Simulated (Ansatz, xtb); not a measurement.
C4H7BSi: which of two isomers lies lower

Structure I: `[SiH3]C1=CBC=C1`, a singlet. Structure II: `[SiH3]C1=CC=CB1`, a singlet. Both are isolated molecules in the gas phase, relaxed with PBE0-D3(BJ)/def2-SVP.

Quicker runs give these differences E(II) − E(I): GFN2-xTB +0.5 kJ/mol; HF/STO-3G +0.1 kJ/mol (at GFN2-xTB geometries); r2SCAN-D4/def2-SVP −9.8 kJ/mol (at GFN2-xTB geometries).

Task: Estimate which is lower in electronic energy at CCSD(T)/def2-SVP + ΔMP2/def2-TZVPP, and by roughly how much.

Result: The CCSD(T)/def2-SVP + ΔMP2/def2-TZVPP calculation puts structure II lower, by 8.6 kJ/mol.

Level by level:

```
                             level              geometry  E(II) − E(I) (kJ/mol)  departure from the last row (kJ/mol)  job, with rough time for the two
                          GFN2-xTB              GFN2-xTB                    +0.5                                  +9.1              optimisation, 0.47 s
                         HF/STO-3G              GFN2-xTB                    +0.1                                  +8.7              single point, 0.72 s
                r2SCAN-D4/def2-SVP              GFN2-xTB                    −9.8                                  −1.2               single point, 4.8 s
              PBE0-D3(BJ)/def2-SVP  PBE0-D3(BJ)/def2-SVP                    −9.3                                  −0.8                optimisation, 71 s
                       HF/def2-SVP  PBE0-D3(BJ)/def2-SVP                   −11.4                                  −2.9           part of the CCSD(T) run
                      MP2/def2-SVP  PBE0-D3(BJ)/def2-SVP                    −9.3                                  −0.7           part of the CCSD(T) run
                  CCSD(T)/def2-SVP  PBE0-D3(BJ)/def2-SVP                    −8.3                                  +0.3                      single point
CCSD(T)/def2-SVP + ΔMP2/def2-TZVPP  PBE0-D3(BJ)/def2-SVP                    −8.6                                                      single point, 57 s
```

As drawn, both hold the same kinds of bond in the same numbers.

GFN2-xTB, HF/STO-3G find them nearly level. The largest departure from CCSD(T)/def2-SVP + ΔMP2/def2-TZVPP is that of GFN2-xTB, 9.1 kJ/mol. The last row adds to CCSD(T) the change of the MP2 difference between the two basis sets, here −0.3 kJ/mol.

With thermal terms from frequencies at re-optimised GFN2-xTB minima (ideal gas, soft modes damped towards free rotors, one conformer each, 298.15 K, 1 atm): on the last row, ΔE + ΔZPE = −8.8, ΔH = −8.7, ΔG = −9.2 kJ/mol.

The correlated steps freeze 10 core orbitals. Programs: Ansatz 0.2.0, xtb 6.7.1; the last row on 2 threads of Intel(R) Xeon(R) Platinum 8259CL CPU @ 2.50GHz (Skylake/Cascade Lake) on a shared host.
